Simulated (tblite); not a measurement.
Compound: C₈H₂₁BPSe (charge -1).
SMILES: `[BH3-]P(=[Se])(C(C)(C)C)C(C)(C)C`

All values are computed: GFN2-xTB (tblite) harmonic vibrations without scaling, gas phase. The method is semi-empirical: single wavenumbers can be off by several per cent or more. Modes of hydrogen on boron can be 10 to 20 % off.

Harmonic wavenumbers (cm⁻¹): 63.8, 76.1, 131.3, 143.1, 171.1, 177.3, 179.9, 198.9, 207.5, 217.5, 223.6, 234.7, 243.8, 260.9, 266.4, 285.4, 292.9, 299.8, 340.4, 382.5, 388.6, 400.3, 406.6, 410.0, 460.9, 549.1, 605.2, 615.2, 774.1, 783.4, 853.6, 856.6, 957.7, 957.9, 963.6, 966.8, 968.2, 969.2, 1023.9, 1026.7, 1029.6, 1031.9, 1109.5, 1196.2, 1198.3, 1211.9, 1223.6, 1231.4, 1234.2, 1237.7, 1249.8, 1393.3, 1396.1, 1397.4, 1400.0, 1418.1, 1422.5, 1479.5, 1485.2, 1487.3, 1490.3, 1492.6, 1495.1, 1500.6, 1503.0, 1505.9, 1515.3, 1521.1, 1524.4, 2286.1, 2356.7, 2418.2, 2955.7, 2956.5, 2960.6, 2961.5, 2968.3, 2970.4, 3004.5, 3010.6, 3013.9, 3019.6, 3021.0, 3022.2, 3023.1, 3028.3, 3034.2, 3035.7, 3039.5, 3040.3.

A = 736.1, B = 687.1, C = 512.8 MHz; mass 239.064 u (most abundant isotopes); point group C1, symmetry number 1.

**Question.** Zero-point energy?

**Answer.** Half the sum of the wavenumbers: 59922 cm⁻¹ = 171.32 kcal/mol.

**Question.** Give the ideal-gas entropy at 400 K and 1 bar in the rigid-rotor, harmonic-oscillator model (classical rotation).

**Answer.** Translation 43.80, rotation 32.37, vibration 69.77: S = 145.9 cal/(mol K).

**Question.** And Cp and H(400 K) − H(0)?

**Answer.** Cp = 79.37 cal/(mol K), of which vibrations give 71.42 (their classical limit is 90 R = 178.8); H(400 K) − H(0) = 18.29 kcal/mol without the zero-point energy, 15.11 from vibrations.

**Question.** What must be added to the electronic energy to get the Gibbs energy at 400 K and 1 bar?

**Answer.** ZPE + [H(400 K) − H(0)] − T·S = 171.32 + 18.29 − 58.38 = 131.23 kcal/mol.

**Question.** Blend soft modes into free rotors: weight 1/[1 + (100 cm⁻¹/ν̃)⁴] for the oscillator and the rest for a rotor with moment μB/(μ + B), μ = h/(8π²ν), B = 10⁻⁴⁴ kg m². What vibrational entropy results?

**Answer.** 67.39 cal/(mol K) in place of 69.77, which changes −T·S at 400 K by +0.95 kcal/mol.

**Question.** Which modes carry the vibrational entropy at 400 K?

**Answer.** 63.8 cm⁻¹: 4.92; 76.1 cm⁻¹: 4.57; 131.3 cm⁻¹: 3.50; 143.1 cm⁻¹: 3.33; 171.1 cm⁻¹: 2.98; 177.3 cm⁻¹: 2.91 cal/(mol K); the other 84 give 47.56 together.

**Question.** How do the functions run with temperature in this model?

**Answer.** 
```json
{"T (K)": "50", "S (cal/(mol K))": "62.3", "Cp (cal/(mol K))": "14.1", "H − H(0) (kcal/mol)": "0.49", "G − H(0) (kcal/mol)": "-2.62", "ln q(vib)": "0.36"}
{"T (K)": "100", "S (cal/(mol K))": "76.4", "Cp (cal/(mol K))": "28.2", "H − H(0) (kcal/mol)": "1.55", "G − H(0) (kcal/mol)": "-6.09", "ln q(vib)": "1.84"}
{"T (K)": "298.15", "S (cal/(mol K))": "125.0", "Cp (cal/(mol K))": "63.9", "H − H(0) (kcal/mol)": "10.99", "G − H(0) (kcal/mol)": "-26.27", "ln q(vib)": "11.19"}
{"T (K)": "373.15", "S (cal/(mol K))": "140.6", "Cp (cal/(mol K))": "75.4", "H − H(0) (kcal/mol)": "16.22", "G − H(0) (kcal/mol)": "-36.24", "ln q(vib)": "14.81"}
{"T (K)": "500", "S (cal/(mol K))": "165.1", "Cp (cal/(mol K))": "93.0", "H − H(0) (kcal/mol)": "26.93", "G − H(0) (kcal/mol)": "-55.65", "ln q(vib)": "20.78"}
{"T (K)": "750", "S (cal/(mol K))": "208.1", "Cp (cal/(mol K))": "119.1", "H − H(0) (kcal/mol)": "53.65", "G − H(0) (kcal/mol)": "-102.45", "ln q(vib)": "31.89"}
{"T (K)": "1000", "S (cal/(mol K))": "245.0", "Cp (cal/(mol K))": "137.1", "H − H(0) (kcal/mol)": "85.81", "G − H(0) (kcal/mol)": "-159.21", "ln q(vib)": "42.12"}
```

q(vib) and H(0) count from the zero-point level.

Hindered rotation and anharmonicity are outside this model. The structure is chiral; the term R ln 2 for an equal mix with its mirror image is left out.

The values belong to the conformer `[BH3-:1][P:2](=[Se:3])([C:4]([CH3:5])([CH3:6])[CH3:7])[C:8]([CH3:9])([CH3:10])[CH3:11]`: B1–P2–C4–C5 -168°, B1–P2–C8–C9 -53°.
